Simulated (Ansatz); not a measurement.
```xyz
12

B     1.4245   -0.0095   -0.0488
N     0.7145    1.1916    0.0174
B    -0.7511    1.2254    0.0320
N    -1.4179    0.0053   -0.0482
B    -0.7305   -1.2658    0.0389
N     0.7163   -1.2174   -0.0453
H     2.6675   -0.0299    0.0142
H     1.1949    2.0905    0.0319
H    -1.2869    2.2457   -0.0262
H    -2.4855   -0.0153   -0.0250
H    -1.2827   -2.2616   -0.0346
H     1.2215   -2.0785   -0.0313
```

RHF-MP2 on singlet B3N3H6 was run in several spherical basis sets with Ansatz (development build ahead of 0.2.0). Frozen core: 6 orbitals.

Rank the basis sets by the total energy that they give, lowest first, with the distance from the lowest.
A. def2-SVP
B. cc-pVDZ
C. 6-31G(d)

B (0.00 eV), C (1.69 eV), A (5.19 eV).

Totals follow the description of the cores as much as that of the bonds, so this order isn't one of quality for chemistry.
